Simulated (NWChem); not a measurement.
System: SnClF, singlet; SMILES [Sn]([F])[Cl]

NWChem input:

```
start job
memory heap 200 mb stack 900 mb global 1100 mb
geometry units angstroms noautoz
  Sn    -0.343846     0.445079     0.000000
  F      1.439574     1.241775     0.000000
  Cl     0.331746    -1.843791     0.000000
end
basis spherical
  * library 3-21g
end
dft
  xc pbe0
  iterations 150
  mulliken
end
task dft energy
```

Low-valent species are run as closed-shell singlets; no triplet was tried in these runs. All runs use the structure optimised with PBE0/def2-SVP (def2 core potentials past Kr).

Give the results of this calculation. (PBE0/3-21G, non-relativistic.) Quantities: basis functions; energy (Ha); highest occupied level (eV); orbital gap (eV); dipole (D).

The number of basis functions is 53 and the energy (Ha) comes out as -6555.57. The highest occupied level (eV) is -7.89. The orbital gap (eV) is 4.94 and the dipole (D) is 3.71.
